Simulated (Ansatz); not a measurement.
Cost and result for the atomization energy of `B1CC[SiH2]1` (11 atoms, 11 bonds).

Cartesian coordinates in Å:
```
B -0.847 0.556 -0.953
C 0.642 0.051 -0.917
C 0.662 -0.736 0.425
Si -0.858 0.235 1.043
H -1.519 0.882 -1.883
H 1.220 0.985 -0.798
H 1.074 -0.449 -1.790
H 0.393 -1.782 0.255
H 1.600 -0.714 0.980
H -1.912 -0.475 1.824
H -0.455 1.448 1.815
```

Total charge 0; spin multiplicity 1. The geometry is a stationary point of PBE0-D4/def2-TZVP. Program: Ansatz. All runs use 2 threads of an Arm Neoverse V2 on a shared host. Times are those of one run each, without the atoms' runs, and a repeat can differ threefold. Electronic energies, without spin–orbit coupling; frozen cores. CCSD(T)/CBS adds CCSD(T) − MP2 in def2-TZVPP to the MP2 limit, and its time is that of the two runs behind it. T1 = 0.012. B3LYP takes the VWN-RPA correlation (the form of Gaussian; ORCA's B3LYP/G). HSE06 is the plane-wave form, built on full-range PBE exchange.

CCSD(T)/CBS is a level of theory with its own doubt, some kJ/mol a heavy atom from the limit and from the frozen cores, so smaller differences don't rank the functionals.

```
                             level  functions  atomization (kcal/mol)  difference from CCSD(T)/CBS  per bond
                CCSD(T)/def2-TZVPP        233                   921.9                        -20.7      -1.9
                BLYP-D4/def2-TZVPP        233                   937.6                         -5.0      -0.5
   PBE-D4/def2-TZVPP (with forces)        233                   958.2                         15.6       1.4
                 CCSD(T)/CBS(def2)          –                   942.6                          0.0       0.0
                PBE0-D4/def2-TZVPP        233                   951.3                          8.7       0.8
 B3LYP-D4/def2-TZVPP (with forces)        233                   946.1                          3.5       0.3
r2SCAN-D4/def2-TZVPP (with forces)        233                   950.2                          7.6       0.7
               HSE06-D4/def2-TZVPP        233                   951.8                          9.2       0.8
                 B2PLYP/def2-TZVPP        233                   935.3                         -7.3      -0.7
                 B97M-V/def2-TZVPP        233                   951.9                          9.3       0.8
                    MP2/def2-QZVPP        451                   941.5                         -1.1      -0.1
  ωB97M-V/def2-TZVPP (with forces)        233                   949.1                          6.5       0.6
                  CCSD(T)/def2-SVP         95                   900.3                        -42.3      -3.8
```

Question: Order the runs by time, with rough figures. (Best estimate.)

Answer: Ansatz gave: BLYP-D4/def2-TZVPP 2.5 s; PBE0-D4/def2-TZVPP 3 s; PBE-D4/def2-TZVPP (with forces) 3 s; CCSD(T)/def2-SVP 3.2 s; HSE06-D4/def2-TZVPP 3.4 s; B3LYP-D4/def2-TZVPP (with forces) 5.5 s; r2SCAN-D4/def2-TZVPP (with forces) 6 s; B2PLYP/def2-TZVPP 6.5 s; B97M-V/def2-TZVPP 12 s; ωB97M-V/def2-TZVPP (with forces) 13 s; MP2/def2-QZVPP 24 s; CCSD(T)/def2-TZVPP 6.1 min; CCSD(T)/CBS(def2) 6.4 min.

From r2SCAN to r2SCAN0 (25 % exact exchange), in def2-TZVPP and without D4, the atomization energy moves by −7.2 kcal/mol: exact exchange takes away binding that semilocal exchange gives to molecules. Leaving LDA and LC-ωPBE aside and taking each functional with its dispersion term where it has one, the values, not all of them listed here, spread over 28.1 kcal/mol, from BHLYP-D4 to PBE-D4. LDA lies +112.5 kcal/mol from PBE without D4, its usual overbinding. At CCSD(T), def2-SVP lies −42.3 kcal/mol from the extrapolated value and def2-TZVPP −20.7 kcal/mol: correlation converges slowly with the basis, and small sets miss more of it in the bonded molecule than in its fragments.
